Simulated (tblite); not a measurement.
Species: CH₁₂O₃Si₄.
Atom-mapped SMILES: `[CH3:1][SiH2:2][O:3][SiH:4]([O:5][SiH3:6])[O:7][SiH3:8]` (hydrogens: H9, H10, H11 on C1; H12, H13 on Si2; H14 on Si4; H15, H16, H17 on Si6; H18, H19, H20 on Si8)

Structure optimised with GFN2-xTB, isolated species.

**Question.** List the bond lengths, angles and torsions at this level.

**Answer.** 
| bond | length (Å) | order |
| --- | --- | --- |
| C1–Si2 | 1.897 | single |
| Si2–O3 | 1.628 | single |
| O3–Si4 | 1.608 | single |
| Si4–O5, Si4–O7 | 1.614 | single |
| O5–Si6, O7–Si8 | 1.618 | single |
| C1–H9, C1–H10, C1–H11 | 1.087 | single |
| Si2–H12, Si2–H13 | 1.466 | single |
| Si4–H14 | 1.441 | single |
| Si6–H15 and 5 like bonds | 1.464 | single |

Bonds in one row agree within 0.01 Å and their mean is given. Orders are formal, as drawn. A selection of angles:
| angle | degrees |
| --- | --- |
| C1–Si2–O3 | 111.7 |
| Si2–O3–Si4 | 148.8 |
| O3–Si4–O5 | 110.7 |
| O3–Si4–O7 | 109.1 |
| O5–Si4–O7 | 109.7 |
| Si4–O5–Si6 | 144.9 |
| Si4–O7–Si8 | 149.6 |

Dihedral angles: C1–Si2–O3–Si4 -31° (synclinal); Si2–O3–Si4–O5 -44° (synclinal); O3–Si4–O5–Si6 57° (synclinal); O3–Si4–O7–Si8 -93° (anticlinal). The mirror-image conformer, all signs reversed, is as good.

Si6 (oxygen-bound silicon) is distorted tetrahedral (angles from 102.6° to 112.7°). Si4 (oxygen-bound silicon) is tetrahedral (angles from 108.3° to 110.7°). Of the pairs four or more bonds apart, Si6···H9 is among the closest relative to their van der Waals radii: 3.29 Å, 100 % of the sum of Bondi's values. O3 (siloxane oxygen) is bent (angle 148.8°). Si2 (oxygen-bound silicon) is distorted tetrahedral (angles from 102.6° to 112.5°).

Point group: C1 (no symmetry element, even within 0.4 Å). Its GFN2-xTB frequencies are all real (lowest 24 cm⁻¹). The numbers are those of one conformer. 3 starts were optimised and ended at 0.00, 0.30 and 0.37 kcal/mol (GFN2-xTB); the lowest of these is shown.

All values are computed, not measured.
